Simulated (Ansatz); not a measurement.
`[AlH2][Se][SiH3]` and `C[Se][AlH2]` differ in one atom or group.

Ansatz, PBE0-D4/def2-TZVP geometries, multiplicity 1. 

Scalar relativity is left out up to krypton.

```json
{"property": "size of the dipole moment (PBE/def2-TZVPP) / D", "`[AlH2][Se][SiH3]`": "0.66"}
{"property": "HOMO energy (PBE/def2-TZVPP) / eV", "`[AlH2][Se][SiH3]`": "-6.32"}
{"property": "LUMO energy (B3LYP/def2-TZVPP) / eV", "`[AlH2][Se][SiH3]`": "-1.80"}
{"property": "ideal-gas entropy at 298 K and 1 bar (rigid rotor, harmonic PBE0-D4/def2-TZVP) / J/(mol·K)", "`[AlH2][Se][SiH3]`": "345"}
{"property": "HOMO energy (ωB97M-V/def2-TZVPP) / eV", "`[AlH2][Se][SiH3]`": "-9.47"}
{"property": "HOMO energy (B3LYP/def2-TZVPP) / eV", "`[AlH2][Se][SiH3]`": "-7.14"}
```

(1) Give the same properties after the change, and the shifts. (Estimate.)

Answers

(1) The calculation gave: 
```json
{"property": "size of the dipole moment (PBE/def2-TZVPP) / D", "`C[Se][AlH2]`": "1.35", "shift": "0.69"}
{"property": "HOMO energy (PBE/def2-TZVPP) / eV", "`C[Se][AlH2]`": "-5.87", "shift": "0.45"}
{"property": "LUMO energy (B3LYP/def2-TZVPP) / eV", "`C[Se][AlH2]`": "-1.54", "shift": "0.26"}
{"property": "ideal-gas entropy at 298 K and 1 bar (rigid rotor, harmonic PBE0-D4/def2-TZVP) / J/(mol·K)", "`C[Se][AlH2]`": "324", "shift": "-21"}
{"property": "HOMO energy (ωB97M-V/def2-TZVPP) / eV", "`C[Se][AlH2]`": "-9.03", "shift": "0.44"}
{"property": "HOMO energy (B3LYP/def2-TZVPP) / eV", "`C[Se][AlH2]`": "-6.69", "shift": "0.45"}
```

With PBE0 the HOMO rises by 0.46 eV and the LUMO rises by 0.27 eV, so the gap narrows by about 0.19 eV. PBE moves the HOMO by 0.45 eV and ωB97M-V by 0.44 eV. Dipoles are sizes alone; their direction can turn.

B3LYP here is the variant with VWN-RPA as its local correlation; programs differ in this.

Spin–orbit coupling is left out; it splits and shifts lone-pair levels of the heavy atoms by tenths of an eV.
